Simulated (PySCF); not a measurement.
## Mercury: a sound run and one with changed settings

Sound run: Hg²⁺ [Xe] 4f14 5d10, Hg³⁺ [Xe] 4f14 5d9. Calculation: PySCF 2.14, in cc-pVTZ-PP with ECP60MDF (5s5p4d2f1g, 63 functions); scalar relativity through the core potential. The sound run starts from symmetry-adapted Hartree-Fock orbitals and uses a fine grid where one is needed.

A second run was set up differently.

```
species  method  sound run (hartree)  changed run (hartree)  converged
   Hg²⁺     UHF           -151.59939             -151.59939        yes
   Hg²⁺     LDA           -152.17193             -153.87841        yes
   Hg²⁺     PBE           -152.45659             -154.20516        yes
   Hg³⁺     UHF           -150.36748             -150.36748        yes
   Hg³⁺     LDA           -150.86193             -152.53712        yes
   Hg³⁺     PBE           -151.16084             -152.87276        yes
```

Ionisation energy of Hg²⁺:

```tsv
method	sound run (eV)	changed run (eV)
UHF	33.522	33.522
```

Problem. What was changed?
A. a valence shell is frozen
B. level shift left on
C. angular grid far too coarse
D. basis contracted for another Hamiltonian

Solution. C. It used 14 angular points. A coarse angular grid integrates products of high-l functions wrongly, so density functionals can shift, and the SCF can exploit the error; Hartree-Fock and MP2 need no grid.
